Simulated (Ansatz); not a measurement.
`CO[SiH2]Cl` + `O[SiH](O)F` → `CO[SiH2]O[SiH](O)F` + HCl  (ligand exchange at the Si–Cl bond)

Computed with Ansatz on PBE0-D4/def2-TZVP structures; ΔE is electronic, products minus reactants. CBS: MP2 limit from def2 TZ/QZ plus the TZ coupled-cluster correction, frozen cores. This one scheme is used for every species. Functionals use def2-TZVPP. One conformer a species, not always the lowest.

`CO[SiH2]Cl`:

Z-matrix (Å, degrees):
```
C
O 1 1.412
H 1 1.090 2 108.0
H 1 1.094 2 110.9 3 -119.3
H 1 1.096 2 111.5 3 119.3
Si 2 1.626 1 124.4 3 -170.8
Cl 6 2.057 2 111.0 1 -62.5
H 6 1.474 2 106.8 1 179.2
H 6 1.483 2 111.2 1 55.3
```

`O[SiH](O)F`:

```xyz
7

O     1.053    0.845    0.156
Si   -0.021   -0.323   -0.215
O    -0.960   -0.593    1.076
F    -0.870    0.179   -1.468
H     1.457    1.340   -0.558
H     0.586   -1.605   -0.594
H    -1.244    0.156    1.603
```

`CO[SiH2]O[SiH](O)F`:

Z-matrix (Å, degrees):
```
C
O 1 1.414
H 1 1.090 2 108.3
H 1 1.095 2 111.2 3 119.2
H 1 1.095 2 111.3 3 -119.2
Si 2 1.650 1 122.9 3 174.0
O 6 1.625 2 105.6 1 -175.2
H 6 1.483 2 109.6 1 -55.8
H 6 1.483 2 110.4 1 66.2
Si 7 1.631 6 138.2 2 5.9
O 10 1.620 7 110.5 6 -19.2
F 10 1.589 7 107.3 6 101.4
H 10 1.467 7 110.7 6 -142.0
H 11 0.965 10 114.8 7 19.5
```

HCl:

Z-matrix (Å, degrees):
```
Cl
H 1 1.279
```

```csv
level,ΔE (kJ/mol)
PBE-D4,-11.1
ωB97M-V,-19.6
PBE0,-10.1
SCS-MP2/def2-QZVPP,-22.1
```

What does CCSD(T)/CBS give? (Best estimate.)

Ansatz gave: -22.5 kJ/mol. The listed levels differ from it by 11.4, 2.9, 12.4, 0.4 kJ/mol.

Largest T1 diagnostic among the species: 0.012.

From PBE to PBE0 (25 % exact exchange), in def2-TZVPP and without D4, ΔE moves by −3.9 kJ/mol. The D4 term adds −7.4 kJ/mol with B3LYP and −4.6 kJ/mol with PBE0; it sums over pairs of atoms, weighted by their polarisabilities, and B3LYP, whose exchange is more repulsive, gets the larger term.

B3LYP here is the variant with VWN-RPA as its local correlation; programs differ in this.
